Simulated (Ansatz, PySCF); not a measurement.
Si(H)2(NCO)(OMe) (C₂H₅NO₂Si), SMILES CO[SiH2]N=C=O. Atoms are numbered in the order given.

```xyz
11

Si    -0.3500    -0.7014     0.5148
N      1.1520    -0.1631    -0.1109
C      2.1436     0.3053    -0.5956
O      3.1214     0.7493    -1.0622
O     -1.4930     0.3927     0.0259
C     -2.8687     0.3228     0.3274
H     -0.2596    -0.7536     1.9994
H     -0.6382    -2.0560    -0.0303
H     -3.3337    -0.5978    -0.0728
H     -3.3723     1.1865    -0.1326
H     -3.0558     0.3578     1.4171
```
Charge 0, spin multiplicity 1.

Coordinates come from a B3LYP-D3(BJ)/def2-SVP optimisation. One conformer was computed; it need not be the lowest.

Two levels are set side by side: PBE-D3(BJ)/def2-SVP (Ansatz, an electronic-structure program) and B3LYP-D3(BJ)/def2-SVP (Ansatz). Each level has its own optimised geometry; the coordinates shown are those of the second. Frequencies come from the Hessian of PySCF at each geometry. Differences are taken from unrounded values.

| quantity | B3LYP-D3(BJ) |
|---|---|
| mean bond length (Å) | 1.344 |
| bond Si1–N2 (Å) | 1.714 |
| bond Si1–O5 (Å) | 1.656 |
| bond N2–C3 (Å) | 1.199 |
| bond C3–O4 (Å) | 1.171 |
| bond O5–C6 (Å) | 1.410 |
| bond Si1–H7 (Å) | 1.488 |
| bond Si1–H8 (Å) | 1.488 |
| bond C6–H9 (Å) | 1.106 |
| bond C6–H10 (Å) | 1.101 |
| bond C6–H11 (Å) | 1.106 |
| highest harmonic wavenumber (cm⁻¹) | 3111 |
| mean harmonic wavenumber (cm⁻¹) | 1196 |
| zero-point energy (kcal/mol) | 46.17 |

Q: What does PBE-D3(BJ) give, and how far is it from B3LYP-D3(BJ)? (Estimate from the structure and the level; the computed values follow.)

A: 
| quantity | PBE-D3(BJ) | PBE-D3(BJ) minus B3LYP-D3(BJ) |
|---|---|---|
| mean bond length (Å) | 1.354 | 0.010 |
| bond Si1–N2 (Å) | 1.720 | 0.006 |
| bond Si1–O5 (Å) | 1.671 | 0.015 |
| bond N2–C3 (Å) | 1.209 | 0.010 |
| bond C3–O4 (Å) | 1.181 | 0.010 |
| bond O5–C6 (Å) | 1.415 | 0.005 |
| bond Si1–H7 (Å) | 1.503 | 0.015 |
| bond Si1–H8 (Å) | 1.503 | 0.015 |
| bond C6–H9 (Å) | 1.115 | 0.009 |
| bond C6–H10 (Å) | 1.109 | 0.008 |
| bond C6–H11 (Å) | 1.115 | 0.009 |
| highest harmonic wavenumber (cm⁻¹) | 3046 | -65 |
| mean harmonic wavenumber (cm⁻¹) | 1159 | -37 |
| zero-point energy (kcal/mol) | 44.74 | -1.43 |

GGA bonds tend to be longer and softer than those of functionals with exact exchange. Differences between two approximate levels are no errors against the true value.
